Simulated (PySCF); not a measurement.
## A single-point calculation

[PbOF]2+ (doublet). PySCF 2.14.0, UKS PBE0, Pb def2-SVP with ECP60, O def2-SVP, F def2-SVP; non-relativistic Hamiltonian with scalar-relativistic core potentials where named; density fitting; no spin-orbit coupling. Purpose: one electron removed, vertical, doublet.

```python
mol = gto.M(atom='''
Pb    -0.01884     0.00000     0.36767
O      1.88301     0.00000     0.32574
F     -1.98032     0.00000     0.41624''',
    basis={'Pb': 'def2-SVP', 'O': 'def2-SVP', 'F': 'def2-SVP'},
    ecp={'Pb': 'def2-SVP'},
    charge=2, spin=1)
mf = dft.UKS(mol, xc='PBE0')
mf.grids.atom_grid = (50, 194)
mf = mf.density_fit()  # fitting sets: Pb def2-universal-JKFIT, O def2-universal-JKFIT, F def2-universal-JKFIT
mf.conv_tol = 1e-08; mf.max_cycle = 55
mf.kernel(dm0)  # dm0: converged density of the relaxed state
```

Run from Python with OMP_NUM_THREADS=2; the lines above give its settings. Where DIIS fails, smearing, a level shift and second-order steps follow.
It took 0.6 s on 2 threads of Arm Neoverse V2, with other jobs on the host, from an already converged density.

Q: Where do the frontier levels lie, over both spins?

A: HOMO -24.65 eV, LUMO -19.95 eV. 

Q: What are the Mulliken charges and spins?

A: 
| atom | charge (e) | spin (e) |
| --- | --- | --- |
| Pb1 | 1.958 | -0.013 |
| O2 | 0.113 | 1.235 |
| F3 | -0.071 | -0.223 |

Q: How does its energy compare with the relaxed singlet of charge +1 in vacuum?

A: It lies 17.907 eV higher.

Open shells may have lower solutions than the one found.
